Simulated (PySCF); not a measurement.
SiSe: everyday levels beside a composite calculation

PySCF; the state is a singlet (closed shell). The composite is CCSD(T) extrapolated to the basis-set limit from two correlation-consistent sets, with core-valence (CV) and scalar-relativistic (SR) terms as its label shows; it has no spin–orbit coupling and nothing beyond (T). Here it is CCSD(T)/CBS(TQ)+CV. It gives Re = 2.057 Å, ωe = 586 cm⁻¹ and De = 5.71 eV to Si + Se.

```csv
level,basis,relativity,Re (Å),ωe (cm⁻¹),De (eV)
RHF-MP2,x2c-SVPall,spin-free X2C,2.073,588,5.27
RHF-MP2,x2c-TZVPPall,spin-free X2C,2.064,588,5.63
RHF-SCS-MP2,x2c-TZVPPall,spin-free X2C,2.064,590,5.49
RHF-CCSD,cc-pV(D+d)Z/cc-pVDZ-PP,scalar-relativistic core potentials,2.075,596,4.77
RHF-CCSD,def2-TZVPPD,no relativity,2.062,602,5.14
PBE,x2c-TZVPPall,spin-free X2C,2.082,559,5.80
TPSS,def2-TZVPPD,no relativity,2.077,569,5.68
r²SCAN,def2-TZVPPD,no relativity,2.068,583,5.66
M06,def2-TZVPPD,no relativity,2.058,594,5.72
LC-ωPBE,cc-pV(D+d)Z/cc-pVDZ-PP,scalar-relativistic core potentials,2.036,639,5.00
```

Question: Give the difference of each row from the composite.

Answer: 

```tsv
level	basis	ΔRe (pm)	Δωe (%)	ΔDe (eV)
RHF-MP2	x2c-SVPall	+1.6	+0.3	-0.44
RHF-MP2	x2c-TZVPPall	+0.7	+0.3	-0.08
RHF-SCS-MP2	x2c-TZVPPall	+0.7	+0.7	-0.22
RHF-CCSD	cc-pV(D+d)Z/cc-pVDZ-PP	+1.8	+1.7	-0.94
RHF-CCSD	def2-TZVPPD	+0.5	+2.7	-0.57
PBE	x2c-TZVPPall	+2.5	-4.6	+0.09
TPSS	def2-TZVPPD	+2.0	-2.9	-0.03
r²SCAN	def2-TZVPPD	+1.1	-0.5	-0.05
M06	def2-TZVPPD	+0.1	+1.4	+0.01
LC-ωPBE	cc-pV(D+d)Z/cc-pVDZ-PP	-2.1	+9.0	-0.71
```

Question: Which rows come closest in De?

Answer: M06 in def2-TZVPPD (+0.01 eV), counted from the composite.

Correlated steps freeze the inner cores (9 to 14 orbitals); shallow outer-core shells are correlated. Correlated levels converge slowly with the basis: in double zeta they bind strong bonds too weakly, by up to about 1 eV, and carry superposition errors of some tenths. Where the molecule has an RHF reference, its open-shell atoms are computed with UHF. The CCSD T1 diagnostic is raised in SiSe, a sign that a single reference may not be enough there.
